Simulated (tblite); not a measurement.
Compound: C5H3N2 (doublet state).
SMILES: `[H]/[C]=C1/CN=C1C#N`

Calculated harmonic vibrations of the isolated species, GFN2-xTB (tblite), most abundant isotopes, no scaling. The method is semi-empirical: single wavenumbers can be off by several per cent or more. Open shells enter through the occupations alone, without spin polarisation, and single modes of such species can be off by tens of per cent.

Harmonic wavenumbers (cm⁻¹): 130.7, 140.4, 206.7, 311.2, 406.7, 500.1, 573.9, 605.7, 680.8, 704.3, 754.2, 937.0, 938.2, 1016.5, 1028.7, 1105.9, 1199.0, 1406.6, 1632.6, 1783.8, 2328.8, 2993.4, 3003.3, 3216.5.

A = 5367, B = 2375, C = 1664 MHz; mass 91.030 u (most abundant isotopes); point group Cs, symmetry number 1; spin multiplicity 2.

What is the zero-point energy?

Half the sum of the wavenumbers: 13802 cm⁻¹ = 165.12 kJ/mol.

Give the ideal-gas entropy at 500 K and 1 bar in the rigid-rotor, harmonic-oscillator model (classical rotation).

Translation 175.86, rotation 119.91, vibration 101.13, spin (R ln 2) 5.76: S = 402.7 J/(mol K).

And Cp and H(500 K) − H(0)?

Cp = 142.10 J/(mol K), of which vibrations give 108.84 (their classical limit is 24 R = 199.5); H(500 K) − H(0) = 44.71 kJ/mol without the zero-point energy, 28.08 from vibrations.

Blend soft modes into free rotors: weight 1/[1 + (100 cm⁻¹/ν̃)⁴] for the oscillator and the rest for a rotor with moment μB/(μ + B), μ = h/(8π²ν), B = 10⁻⁴⁴ kg m². What vibrational entropy results?

99.50 J/(mol K) in place of 101.13, which changes −T·S at 500 K by +0.82 kJ/mol.

How do the functions run with temperature in this model?

```
T (K)  S (J/(mol K))  Cp (J/(mol K))  H − H(0) (kJ/mol)  G − H(0) (kJ/mol)  ln q(vib)
  100          258.5            53.1               4.06             -21.79       0.38
  200          303.1            78.7              10.64             -49.98       1.45
  300          339.9           104.1              19.80             -82.16       2.71
  800          477.3           174.8              92.75            -289.11       9.32
 1000          517.8           188.2             129.12            -388.73      11.71
```

q(vib) and H(0) count from the zero-point level.

Which modes carry the vibrational entropy at 500 K?

130.7 cm⁻¹: 16.49; 140.4 cm⁻¹: 15.91; 206.7 cm⁻¹: 12.76; 311.2 cm⁻¹: 9.50; 406.7 cm⁻¹: 7.47; 500.1 cm⁻¹: 5.97 J/(mol K); the other 18 give 33.03 together.

Hindered rotation and anharmonicity are outside this model.

Time: 0.13 s wall. Hardware: an AMD EPYC 9R45 with one thread, shared host with 96 logical CPUs at a one-minute load of 54. The figure is for the frequency step alone.
